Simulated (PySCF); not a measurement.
**Correlation energy of S²⁺ (sulfur, charge +2)**

[Ne] 3s1 3p2 4s1, high-spin 5P determinant (an excited configuration). All numbers are calculated (PySCF 2.14, the spin-free X2C one-electron Hamiltonian (Gaussian nucleus), in aug-cc-pVDZ-DK). Frozen: [Ne]; 4 electrons correlated.

```
  level  correlation energy (mhartree)
   CCSD                         -25.93
    (T)                          -0.79
CCSD(T)                         -26.72
  CCSDT                         -27.47
```

Diagnostics: T1 = 0.12, D1 = 0.3376, largest double amplitude 0.156.

Is a single reference adequate?

Not fully. The outer electron is Rydberg-like, and this basis confines it to a smaller radius and binds it less than a complete one would. T1 exceeds 0.03, a sign that the reference determinant is poor. A double-excitation amplitude exceeds 0.15, a sign of near-degeneracy.
